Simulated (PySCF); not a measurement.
**Basis and Hamiltonian dependence of the ionisation energy of Co⁺**

Co⁺ [Ar] 3d8 (3F) → Co²⁺ [Ar] 3d7 (4F). All values are computed (PySCF 2.14, energy differences of UHF-based or UKS calculations, no spin-orbit coupling). Values in eV.

| basis | Hamiltonian | functions | UHF | PBE | PBE0 | MP2 (valence) | CCSD(T) (valence) | CCSD(T) (valence and next inner shell) |
| --- | --- | --- | --- | --- | --- | --- | --- | --- |
| def2-SVP | non-relativistic | 31 | 13.842 | n/a | 16.555 | 15.777 | n/a | n/a |
| Sapporo-DKH3-DZP-2012 | spin-free X2C | 40 | 14.293 | n/a | n/a | 16.816 | n/a | n/a |
| jorge-DZP-DKH | spin-free X2C | 43 | 14.061 | 17.244 | 16.768 | 16.031 | n/a | n/a |
| def2-TZVP | non-relativistic | 45 | 14.368 | n/a | n/a | 16.694 | n/a | n/a |
| pcseg-2 | non-relativistic | 56 | 14.300 | 18.009 | 17.336 | 16.929 | n/a | n/a |
| aug-cc-pVDZ | non-relativistic | 59 | 14.397 | 17.817 | 17.209 | 16.908 | 16.570 | n/a |
| ANO-RCC-VTZP | spin-free X2C | 59 | 14.729 | 17.770 | 17.315 | 17.380 | 16.967 | 17.083 |
| def2-TZVPPD | non-relativistic | 67 | 14.352 | 18.008 | 17.340 | 16.992 | 16.649 | 16.891 |
| cc-pVTZ | non-relativistic | 68 | 14.336 | 18.017 | 17.342 | 16.993 | n/a | n/a |
| aug-cc-pVTZ-DK | spin-free X2C | 93 | 14.187 | 17.895 | 17.212 | 16.974 | 16.633 | n/a |
| def2-QZVPPD | non-relativistic | 100 | 14.329 | 18.004 | 17.332 | 17.092 | 16.754 | n/a |
| aug-cc-pwCVTZ | non-relativistic | 127 | 14.328 | 18.004 | 17.330 | 17.142 | n/a | n/a |
| aug-cc-pwCVQZ | non-relativistic | 185 | 14.327 | n/a | n/a | n/a | n/a | n/a |

Estimate the row for aug-cc-pwCVTZ-DK (spin-free X2C, 127 functions).

From the rows with the same Hamiltonian and similar size; the calculation gives UHF 14.18; PBE 17.88; PBE0 17.20; MP2 (valence) 17.02 (eV).

Frozen in the all-electron rows: valence: [Ar]; valence and next inner shell: [Ne].

At UHF, def2-SVP, ANO-RCC-VTZP lie more than 0.3 eV from the median of the rows with comparable relativity. Sets contracted for the neutral atom can be stiff in a shell that they treat as core.

Non-relativistic rows lack the scalar-relativistic shift.

Between the lowest levels the reference is 17.084 eV (measured; NIST Atomic Spectra Database, ionization energies); it includes spin-orbit coupling, which these numbers lack.
